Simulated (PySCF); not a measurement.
## How methods differ on the excitation energy of Ru

Ru [Kr] 4d7 5s1 (5F) → Ru [Kr] 4d6 5s2 (5D), as a difference of total energies. All numbers are calculated (PySCF 2.14, the spin-free X2C one-electron Hamiltonian (Gaussian nucleus), in x2c-TZVPPall). Correlated levels: valence and next inner shell: [Ar] 3d10 frozen. The calculations carry no spin-orbit coupling.

```tsv
method	excitation energy (eV)	error (eV)
UHF	0.691	-0.176
MP2 (valence and next inner shell)	0.842	-0.025
SCS-MP2 (valence and next inner shell)	0.779	-0.088
CCSD (valence and next inner shell)	0.731	-0.136
CCSD(T) (valence and next inner shell)	0.697	-0.170
```

Reference: 0.867 eV (measured; NIST levels, between the centres of gravity of the two terms).

Errors of the correlated levels include the incompleteness of this basis and the frozen core.
